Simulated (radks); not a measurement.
Values are calculated unless marked as measured or tabulated.
Rh2+, 43 electrons, occupied as [Kr] 4d7 (the NIST ground configuration). Code: a radial shooting solver on a logarithmic mesh with Libxc functionals. Model: scalar-relativistic Kohn-Sham, LDA (Slater exchange, Perdew-Wang correlation), spin-polarised, spherical densities, point nucleus; open shells are filled with parallel spins first (spin-orbit coupling, left out, can overturn this in heavy ions).

Unscreened Slater integrals over Kohn-Sham orbitals (hartree). They are taken over the spin-up orbitals.

integral,value
"F0(4d,4d)",0.63083
"F2(4d,4d)",0.31345
"F4(4d,4d)",0.20424
"F0(4d,4p)",0.71364
"F2(4d,4p)",0.34805
"G1(4d,4p)",0.43557
"G3(4d,4p)",0.26529
"F0(4d,4s)",0.73668
"G2(4d,4s)",0.31625
"F0(4p,4p)",0.83776
"F2(4p,4p)",0.43864
"F0(4p,4s)",0.87559
"G1(4p,4s)",0.59304
"F0(4s,4s)",0.91966

Derived for the open shells (J is the average intra-shell exchange parameter used in DFT+U). 4d: Racah B = F2/49 - 5 F4/441 = 0.004081 hartree, C = 35 F4/441 = 0.01621 hartree, C/B = 3.97, F4/F2 = 0.652, J = (F2 + F4)/14 = 0.03698 hartree.
